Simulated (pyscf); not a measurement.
H₃C–CH₂–CH•–Cl (SMILES CC[CH]Cl), doublet

Gas-phase minimum from PySCF at ωB97X-D3(BJ)/def2-SVP, one conformer. Other isomers of H₃C–CH₂–CH•–Cl were not searched in full and may lie lower. 

```
C
H 1 1.1027
H 1 1.1051 2 106.79
C 1 1.4913 2 107.94 3 117.10
H 4 1.0926 1 124.01 2 27.54
C 1 1.5375 2 110.03 3 -118.21
H 6 1.1010 1 110.32 2 -179.65
H 6 1.1013 7 108.25 1 121.49
H 6 1.1015 7 107.95 8 116.95
Cl 4 1.7158 5 114.89 1 -161.70
```
Charge 0, spin multiplicity 2.

Properties at ωB97X-D3(BJ)/def2-SVP:

| Quantity | Value |
|---|---|
| Harmonic wavenumbers, unscaled | 91, 214, 239, 380, 472, 734, 833, 940, 1066, 1082, 1137, 1268, 1315, 1366, 1401, 1457, 1477, 1489, 3062, 3068, 3126, 3163, 3170, 3246 cm⁻¹ |
| Zero-point energy | 51.2 kcal/mol |
| Rotational symmetry number | 1 |
| Entropy of this conformer at 298 K and 1 atm, rigid rotor and harmonic oscillator, modes under 100 cm⁻¹ raised to 100 | 316.4 J/(mol K) |
| Dipole moment | 1.38 D |
| Spin expectation value S2 | 0.754 |

Single-point totals, which compare only within one level:

```json
[
 {"level": "ωB97X-D3(BJ)/def2-TZVP", "total energy (hartree)": "-578.20573"},
 {"level": "PBE/def2-TZVP", "total energy (hartree)": "-577.77661"},
 {"level": "r²SCAN/def2-TZVP", "total energy (hartree)": "-578.02907"},
 {"level": "B3LYP-D3(BJ)/def2-TZVP", "total energy (hartree)": "-578.16566"},
 {"level": "PBE0-D3(BJ)/def2-TZVP", "total energy (hartree)": "-577.84081"},
 {"level": "M06-2X/def2-TZVP", "total energy (hartree)": "-578.05144"},
 {"level": "ωB97M-D3(BJ)/def2-TZVP", "total energy (hartree)": "-578.20989"}
]
```

Soft torsions are taken as harmonic, which can shift the entropy by several J/(mol K).
